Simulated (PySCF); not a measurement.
2-chlorosilylethanol (C₂H₇ClOSi), SMILES OCC[SiH2]Cl.

Coordinates come from a B3LYP-D3(BJ)/def2-SVP optimisation. The values are those of a single conformer.

Method: TDDFT-M06-2X/def2-SVPD (PySCF).

Vertical excitations. 

```tsv
state	energy (eV)	λ (nm)	f	main pairs
S1	7.17	173	0.005	HOMO→LUMO 64 %, HOMO−2→LUMO 16 %
S2	7.60	163	0.015	HOMO→LUMO+1 44 %, HOMO−2→LUMO 18 %
S3	7.70	161	0.012	HOMO−1→LUMO+1 53 %, HOMO−1→LUMO 14 %
S4	7.93	156	0.014	HOMO−2→LUMO 27 %, HOMO→LUMO 22 %, HOMO→LUMO+1 22 %, HOMO→LUMO+2 5 %
S5	8.23	151	0.010	HOMO−1→LUMO 46 %, HOMO−1→LUMO+1 22 %, HOMO−1→LUMO+4 13 %
S6	8.51	146	0.009	HOMO→LUMO+2 79 %
S7	8.52	145	0.020	HOMO−3→LUMO 41 %, HOMO→LUMO+4 20 %, HOMO−3→LUMO+1 8 %, HOMO→LUMO+3 6 %
S8	8.68	143	0.023	HOMO→LUMO+3 55 %, HOMO−2→LUMO+1 9 %, HOMO−2→LUMO+3 9 %
S9	8.72	142	0.004	HOMO−1→LUMO+2 49 %
S10	8.87	140	0.027	HOMO−2→LUMO+1 52 %
T1	6.91	179	0	HOMO→LUMO 57 %, HOMO−2→LUMO 18 %
T2	7.33	169	0	HOMO→LUMO+1 31 %, HOMO−1→LUMO+1 15 %, HOMO−2→LUMO 12 %, HOMO−1→LUMO 10 %
T3	7.37	168	0	HOMO−1→LUMO+1 36 %, HOMO→LUMO+1 11 %, HOMO−1→LUMO 10 %, HOMO−2→LUMO 8 %
T4	7.73	160	0	HOMO→LUMO 23 %, HOMO−2→LUMO 20 %, HOMO→LUMO+1 19 %, HOMO→LUMO+2 13 %
```
Triplets are in the Tamm–Dancoff approximation, which puts them higher than full response would, so one can lie above its singlet here.
